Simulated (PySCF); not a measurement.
Bi(H)(SiH3)2, SMILES [SiH3][BiH][SiH3], B3LYP/def2-SVP optimised geometry.

```
10

Bi    -1.38    -1.77     2.15
H     -3.05    -1.11     1.90
Si    -0.81     0.31     3.79
H     -1.24     1.62     3.22
H      0.67     0.34     4.02
H     -1.48     0.10     5.10
Si    -0.51    -0.37     0.00
H     -0.99     1.04     0.00
H     -0.98    -1.04    -1.25
H      0.99    -0.37     0.00
```

Density from B3LYP/def2-TZVP, def2 effective core potentials past Kr run with PySCF at that geometry. The core electrons that the potentials of Bi replace are not part of the density.

Minimum of the electron density along straight lines between bonded atoms, close to the bond critical point (lines longer than 1.1 times the sum of covalent radii, or with two minima, are not listed):

| bond | length / Å | ρ at the minimum / e bohr⁻³ | ∇²ρ there / e bohr⁻⁵ | position (fraction from the first atom) |
|---|---|---|---|---|
| Bi1–H2 | 1.809 | 0.106 | 0.05 | 0.65 |
| Bi1–Si3 | 2.704 | 0.066 | -0.04 | 0.53 |
| Si3–H4 | 1.492 | 0.119 | 0.14 | 0.49 |
| Si3–H5 | 1.494 | 0.119 | 0.15 | 0.49 |
| Si3–H6 | 1.494 | 0.119 | 0.15 | 0.49 |
| Bi1–Si7 | 2.703 | 0.066 | -0.04 | 0.53 |
| Si7–H8 | 1.492 | 0.119 | 0.14 | 0.49 |
| Si7–H9 | 1.494 | 0.119 | 0.15 | 0.49 |
| Si7–H10 | 1.494 | 0.119 | 0.15 | 0.49 |
